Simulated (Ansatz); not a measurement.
Computed with Ansatz.

C10H12, SMILES `c1ccc2c(c1)CCCC2`. Charge 0, multiplicity 1. Geometry: relaxed with PBE0-D4/def2-TZVP.

```xyz
22

C     2.773    0.760    0.128
C     2.601   -0.065    1.231
C     1.358   -0.618    1.479
C     0.270   -0.368    0.646
C     0.444    0.459   -0.466
C     1.700    1.014   -0.706
C    -0.686    0.743   -1.419
C    -2.054    0.424   -0.839
C    -2.039   -0.952   -0.196
C    -1.070   -0.971    0.974
H     3.740    1.204   -0.079
H     3.432   -0.275    1.894
H     1.219   -1.265    2.341
H     1.830    1.659   -1.569
H    -0.535    0.144   -2.327
H    -0.637    1.788   -1.739
H    -2.320    1.172   -0.084
H    -2.814    0.481   -1.623
H    -1.735   -1.696   -0.941
H    -3.039   -1.236    0.143
H    -1.509   -0.411    1.810
H    -0.928   -1.992    1.341
```

What is the dipole moment at PBE/def2-TZVPP? (Best estimate.)

The calculation gave: 0.79 D, with components (-0.76, -0.10, -0.19) D in this frame, pointing from negative to positive charge.

And with r2SCAN, B3LYP, ωB97M-V? (An estimate is asked.)

The calculation gave: r2SCAN 0.80 D, B3LYP 0.75 D, ωB97M-V 0.74 D.

Give the Mulliken charges with PBE, ωB97M-V, B3LYP in def2-TZVPP. (Estimate.)

The calculation gave: 
```tsv
atom	PBE	ωB97M-V	B3LYP
C1	-0.12	-0.13	-0.13
C2	-0.12	-0.13	-0.13
C3	-0.15	-0.12	-0.14
C4	0.00	-0.01	-0.02
C5	0.00	-0.01	-0.02
C6	-0.15	-0.12	-0.14
C7	-0.07	-0.17	-0.09
C8	-0.11	-0.20	-0.12
C9	-0.11	-0.20	-0.12
C10	-0.07	-0.17	-0.09
H11	0.11	0.11	0.12
H12	0.11	0.11	0.12
H13	0.09	0.11	0.11
H14	0.09	0.11	0.11
H15	0.07	0.11	0.07
H16	0.06	0.10	0.07
H17	0.05	0.10	0.06
H18	0.06	0.10	0.06
H19	0.05	0.10	0.06
H20	0.06	0.10	0.06
H21	0.07	0.11	0.07
H22	0.06	0.10	0.07
```

B3LYP here is the variant with VWN-RPA as its local correlation; programs differ in this.
